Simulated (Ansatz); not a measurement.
Level of theory: r2SCAN-D4/def2-SVP (Ansatz, an electronic-structure program). No frequencies were computed at this level.

Ansatz 0.2 input:
```yaml
crystal:
  periodic: [false, false, false]
  atoms:
    - { symbol: Si, position_ang: [3.017273, 0.827149, -0.094942] }
    - { symbol: Ge, position_ang: [1.14671, -0.588937, -0.16117] }
    - { symbol: Ge, position_ang: [-1.043836, 0.391415, -0.342335] }
    - { symbol: Si, position_ang: [-3.084709, -0.770139, -0.445265] }
    - { symbol: H, position_ang: [2.965095, 1.770844, -1.213135] }
    - { symbol: H, position_ang: [4.266399, 0.069594, -0.185518] }
    - { symbol: H, position_ang: [3.025404, 1.590391, 1.154501] }
    - { symbol: H, position_ang: [1.281761, -1.623431, -1.268874] }
    - { symbol: H, position_ang: [1.132749, -1.531001, 1.033521] }
    - { symbol: H, position_ang: [-1.109405, 1.427228, 0.772173] }
    - { symbol: H, position_ang: [-0.955518, 1.349835, -1.522702] }
    - { symbol: H, position_ang: [-2.9611, -2.108522, 0.135586] }
    - { symbol: H, position_ang: [-4.116487, -0.039699, 0.293148] }
    - { symbol: H, position_ang: [-3.521148, -0.905911, -1.8361] }
basis:
  gaussian: { orbitals: def2-svp }
hamiltonian:
  xc: r2scan
  dispersion: d4
relax:
  max_steps: 150
```

Output:

```
Functional definition: r2SCAN
1674 factors; their error is unknown
mean field evaluation 1: about -128932.5416 eV, gradient 2.4e1 eV
mean field evaluation 2: about -128933.2064 eV, gradient 2.2e1 eV
mean field evaluation 4: about -128933.7327 eV, gradient 5.7e-1 eV
mean field evaluation 8: about -128933.6076 eV, gradient 1.0e-1 eV
mean field evaluation 16: about -128933.6077 eV, gradient 9.6e-6 eV
mean field -128933.60765651 eV, -4738.2226870387 hartree, gradient 9.5e-6 eV, S^2 0.000000; 0 other end points of the search recorded, 0 dependent functions left out
reference -128933.60767059 eV, -4738.2226875559 hartree; 51, 51 occupied and 99, 99 virtual orbitals, 1674 factors
relax step   1: F+E_penalty+E_count = -128933.69143522 eV  Δ(F+E_penalty+E_count) = +0.000e0 eV  max|allowed force component| = 6.207e-1 eV/Å  Δτ_max = 0.0000 Å  (26 SCF iters, accepted)
these checks for a lower state are left out or cut short: starts, cluster_reference, orbital_swaps, neighbouring_geometries, increment
1674 factors; their error is unknown
mean field -128933.76732099 eV, -4738.2285545999 hartree, gradient 1.1e-5 eV, S^2 0.000000; 0 other end points of the search recorded, 0 dependent functions left out
reference -128933.76733503 eV, -4738.2285551159 hartree; 51, 51 occupied and 99, 99 virtual orbitals, 1674 factors
relax step   2: F+E_penalty+E_count = -128933.85270995 eV  Δ(F+E_penalty+E_count) = -1.613e-1 eV  max|allowed force component| = 3.656e-1 eV/Å  Δτ_max = 0.1912 Å  (26 SCF iters, accepted)
these checks for a lower state are left out or cut short: starts, cluster_reference, orbital_swaps, neighbouring_geometries, increment
1674 factors; their error is unknown
mean field -128933.83055781 eV, -4738.2308785101 hartree, gradient 2.3e-5 eV, S^2 0.000000; 0 other end points of the search recorded, 0 dependent functions left out
reference -128933.83057192 eV, -4738.2308790287 hartree; 51, 51 occupied and 99, 99 virtual orbitals, 1674 factors
relax step   3: F+E_penalty+E_count = -128933.91525475 eV  Δ(F+E_penalty+E_count) = -6.254e-2 eV  max|allowed force component| = 6.764e-2 eV/Å  Δτ_max = 0.1120 Å  (26 SCF iters, accepted)
these checks for a lower state are left out or cut short: starts, cluster_reference, orbital_swaps, neighbouring_geometries, increment
1674 factors; their error is unknown
mean field evaluation 32: about -128933.8969 eV, gradient 4.7e0 eV
mean field -128933.84969134 eV, -4738.2315816547 hartree, gradient 1.3e-5 eV, S^2 0.000000; 0 other end points of the search recorded, 0 dependent functions left out
reference -128933.84970543 eV, -4738.2315821725 hartree; 51, 51 occupied and 99, 99 virtual orbitals, 1674 factors
relax step   4: F+E_penalty+E_count = -128933.93508094 eV  Δ(F+E_penalty+E_count) = -1.983e-2 eV  max|allowed force component| = 4.331e-2 eV/Å  Δτ_max = 0.2000 Å  (26 SCF iters, accepted)
these checks for a lower state are left out or cut short: starts, cluster_reference, orbital_swaps, neighbouring_geometries, increment
1674 factors; their error is unknown
mean field -128933.85412506 eV, -4738.2317445906 hartree, gradient 1.2e-5 eV, S^2 0.000000; 0 other end points of the search recorded, 0 dependent functions left out
reference -128933.85413913 eV, -4738.2317451077 hartree; 51, 51 occupied and 99, 99 virtual orbitals, 1674 factors
relax step   5: F+E_penalty+E_count = -128933.94014277 eV  Δ(F+E_penalty+E_count) = -5.062e-3 eV  max|allowed force component| = 2.578e-1 eV/Å  Δτ_max = 0.1951 Å  (26 SCF iters, accepted)
these checks for a lower state are left out or cut short: starts, cluster_reference, orbital_swaps, neighbouring_geometries, increment
1674 factors; their error is unknown
mean field -128933.85847455 eV, -4738.2319044317 hartree, gradient 2.1e-5 eV, S^2 0.000000; 0 other end points of the search recorded, 0 dependent functions left out
reference -128933.85848863 eV, -4738.2319049488 hartree; 51, 51 occupied and 99, 99 virtual orbitals, 1674 factors
relax step   6: F+E_penalty+E_count = -128933.94439588 eV  Δ(F+E_penalty+E_count) = -4.253e-3 eV  max|allowed force component| = 1.248e-1 eV/Å  Δτ_max = 0.0394 Å  (27 SCF iters, accepted)
these checks for a lower state are left out or cut short: starts, cluster_reference, orbital_swaps, neighbouring_geometries, increment
1674 factors; their error is unknown
mean field -128933.86457615 eV, -4738.2321286613 hartree, gradient 2.0e-5 eV, S^2 0.000000; 0 other end points of the search recorded, 0 dependent functions left out
reference -128933.86459023 eV, -4738.2321291785 hartree; 51, 51 occupied and 99, 99 virtual orbitals, 1674 factors
relax step   7: F+E_penalty+E_count = -128933.95046431 eV  Δ(F+E_penalty+E_count) = -6.068e-3 eV  max|allowed force component| = 1.003e-2 eV/Å  Δτ_max = 0.1074 Å  (25 SCF iters, accepted)
these checks for a lower state are left out or cut short: starts, cluster_reference, orbital_swaps, neighbouring_geometries, increment
1674 factors; their error is unknown
mean field evaluation 64: about -128933.8657 eV, gradient 4.6e-4 eV
mean field -128933.86572077 eV, -4738.2321707252 hartree, gradient 1.4e-5 eV, S^2 0.000000; 0 other end points of the search recorded, 0 dependent functions left out
reference -128933.86573484 eV, -4738.2321712423 hartree; 51, 51 occupied and 99, 99 virtual orbitals, 1674 factors
relax step   8: F+E_penalty+E_count = -128933.95159937 eV  Δ(F+E_penalty+E_count) = -1.135e-3 eV  max|allowed force component| = 2.024e-1 eV/Å  Δτ_max = 0.1954 Å  (26 SCF iters, accepted)
these checks for a lower state are left out or cut short: starts, cluster_reference, orbital_swaps, neighbouring_geometries, increment
1674 factors; their error is unknown
mean field -128933.86885165 eV, -4738.2322857831 hartree, gradient 2.3e-5 eV, S^2 0.000000; 0 other end points of the search recorded, 0 dependent functions left out
reference -128933.86886573 eV, -4738.2322863002 hartree; 51, 51 occupied and 99, 99 virtual orbitals, 1674 factors
relax step   9: F+E_penalty+E_count = -128933.95465561 eV  Δ(F+E_penalty+E_count) = -3.056e-3 eV  max|allowed force component| = 7.673e-2 eV/Å  Δτ_max = 0.0213 Å  (27 SCF iters, accepted)
these checks for a lower state are left out or cut short: starts, cluster_reference, orbital_swaps, neighbouring_geometries, increment
1674 factors; their error is unknown
mean field -128933.87013320 eV, -4738.2323328789 hartree, gradient 2.3e-5 eV, S^2 0.000000; 0 other end points of the search recorded, 0 dependent functions left out
reference -128933.87014725 eV, -4738.2323333955 hartree; 51, 51 occupied and 99, 99 virtual orbitals, 1674 factors
relax step  10: F+E_penalty+E_count = -128933.95600354 eV  Δ(F+E_penalty+E_count) = -1.348e-3 eV  max|allowed force component| = 3.182e-3 eV/Å  Δτ_max = 0.0397 Å  (26 SCF iters, accepted)
these checks for a lower state are left out or cut short: starts, cluster_reference, orbital_swaps, neighbouring_geometries, increment
1674 factors; their error is unknown
mean field -128933.87052786 eV, -4738.2323473827 hartree, gradient 2.4e-5 eV, S^2 0.000000; 0 other end points of the search recorded, 0 dependent functions left out
reference -128933.87054193 eV, -4738.2323478994 hartree; 51, 51 occupied and 99, 99 virtual orbitals, 1674 factors
relax step  11: F+E_penalty+E_count = -128933.95641859 eV  Δ(F+E_penalty+E_count) = -4.150e-4 eV  max|allowed force component| = 1.754e-2 eV/Å  Δτ_max = 0.0521 Å  (26 SCF iters, accepted)
these checks for a lower state are left out or cut short: starts, cluster_reference, orbital_swaps, neighbouring_geometries, increment
1674 factors; their error is unknown
mean field -128933.87063017 eV, -4738.2323511423 hartree, gradient 2.3e-5 eV, S^2 0.000000; 0 other end points of the search recorded, 0 dependent functions left out
reference -128933.87064424 eV, -4738.2323516593 hartree; 51, 51 occupied and 99, 99 virtual orbitals, 1674 factors
relax step  12: F+E_penalty+E_count = -128933.95654458 eV  Δ(F+E_penalty+E_count) = -1.260e-4 eV  max|allowed force component| = 2.052e-2 eV/Å  Δτ_max = 0.0456 Å  (26 SCF iters, accepted)
these checks for a lower state are left out or cut short: starts, cluster_reference, orbital_swaps, neighbouring_geometries, increment
1674 factors; their error is unknown
mean field evaluation 96: about -128933.8704 eV, gradient 2.7e-1 eV
mean field -128933.87072118 eV, -4738.2323544870 hartree, gradient 2.1e-5 eV, S^2 0.000000; 0 other end points of the search recorded, 0 dependent functions left out
reference -128933.87073525 eV, -4738.2323550040 hartree; 51, 51 occupied and 99, 99 virtual orbitals, 1674 factors
relax step  13: F+E_penalty+E_count = -128933.95661386 eV  Δ(F+E_penalty+E_count) = -6.928e-5 eV  max|allowed force component| = 1.008e-2 eV/Å  Δτ_max = 0.0110 Å  (21 SCF iters, accepted)
these checks for a lower state are left out or cut short: starts, cluster_reference, orbital_swaps, neighbouring_geometries, increment
1674 factors; their error is unknown
mean field -128933.87075981 eV, -4738.2323559066 hartree, gradient 8.3e-6 eV, S^2 0.000000; 0 other end points of the search recorded, 0 dependent functions left out
reference -128933.87077388 eV, -4738.2323564236 hartree; 51, 51 occupied and 99, 99 virtual orbitals, 1674 factors
relax step  14: F+E_penalty+E_count = -128933.95664663 eV  Δ(F+E_penalty+E_count) = -3.277e-5 eV  max|allowed force component| = 4.164e-3 eV/Å  Δτ_max = 0.0053 Å  (22 SCF iters, accepted)
1674 factors; their error is unknown
mean field -128933.87075981 eV, -4738.2323559066 hartree, gradient 8.7e-6 eV, S^2 0.000000; 1 other end points of the search recorded, 0 dependent functions left out
reference -128933.87077388 eV, -4738.2323564236 hartree; 51, 51 occupied and 99, 99 virtual orbitals, 1674 factors
Total energy: -128933.95666070 eV, -4738.2355127059 hartree
Atom 0 at     2.936469     0.758153    -0.145364 Å, force     0.001133     0.002243     0.001254 eV/Å
Atom 1 at     1.027046    -0.654449    -0.283429 Å, force    -0.003645    -0.001407     0.000325 eV/Å
Atom 2 at    -1.024367     0.634186    -0.197701 Å, force     0.004164    -0.000867    -0.001757 eV/Å
Atom 3 at    -2.927724    -0.776975    -0.413975 Å, force     0.000342     0.001028     0.000541 eV/Å
Atom 4 at     2.934679     1.710133    -1.297415 Å, force    -0.000659    -0.000091     0.000563 eV/Å
Atom 5 at     4.204267    -0.033274    -0.174197 Å, force    -0.000632    -0.000279    -0.000735 eV/Å
Atom 6 at     2.885896     1.543137     1.125411 Å, force    -0.000717    -0.001578    -0.000457 eV/Å
Atom 7 at     1.055108    -1.460595    -1.595809 Å, force     0.001972    -0.000344    -0.000499 eV/Å
Atom 8 at     1.025445    -1.667144     0.877279 Å, force     0.001734    -0.000816     0.000054 eV/Å
Atom 9 at    -1.075123     1.400569     1.137444 Å, force    -0.001554     0.001174     0.000402 eV/Å
Atom 10 at    -1.005158     1.680643    -1.327872 Å, force    -0.001409     0.000819    -0.001099 eV/Å
Atom 11 at    -2.929397    -1.783036     0.691003 Å, force    -0.000497    -0.000861     0.001508 eV/Å
Atom 12 at    -4.198851     0.007253    -0.356025 Å, force    -0.001376     0.000899     0.000621 eV/Å
Atom 13 at    -2.865102    -1.499785    -1.720461 Å, force     0.001144     0.000080    -0.000721 eV/Å
Dipole moment:    -0.000186     0.000447     0.000210 e Å
```

Cost: around 2.4 core-minutes (rough).
